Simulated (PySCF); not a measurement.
Isomers of C6H12OSi, from PBE0-D3(BJ)/def2-SVP geometry optimisation, gas phase in PySCF. One conformer each, no zero-point energy, no frequencies.

Question: Which isomer lies lower at this level?
A. `[CH2:1]=[C:2]([CH3:3])[Si@H:4]1[CH2:5][CH2:6][CH2:7][O:8]1` with C1–C2–Si4–C5 -104°, C2–Si4–C5–C6 95°, Si4–C5–C6–C7 36°, C5–C6–C7–O8 -42°, C6–C7–O8–Si4 25°: A = 3085, B = 1199, C = 1059 MHz, dipole 1.71 D
B. `[SiH3:1][O:2][C@:3]12[CH2:4][CH2:5][C@H:6]1[CH2:7][CH2:8]2` with Si1–O2–C3–C4 -72°: A = 3348, B = 1203, C = 1038 MHz, dipole 0.89 D

Answer: A. That is `C=C(C)[Si@H]1CCCO1`, 30.2 kcal/mol below the other.

| SMILES | mapped SMILES | E (Eh) | relative (kcal/mol) | relative (kJ/mol) | dipole (D) |
| --- | --- | --- | --- | --- | --- |
| C=C(C)[Si@H]1CCCO1 | [CH2:1]=[C:2]([CH3:3])[Si@H:4]1[CH2:5][CH2:6][CH2:7][O:8]1 | -599.81024 | 0.0 | 0.0 | 1.71 |
| [SiH3]O[C@]12CC[C@H]1CC2 | [SiH3:1][O:2][C@:3]12[CH2:4][CH2:5][C@H:6]1[CH2:7][CH2:8]2 | -599.76214 | 30.2 | 126.3 | 0.89 |

As drawn, the lower has an Si–C bond and a C=C bond outside aromatic rings, which the higher lacks; the higher has a four-membered ring, which the lower lacks.
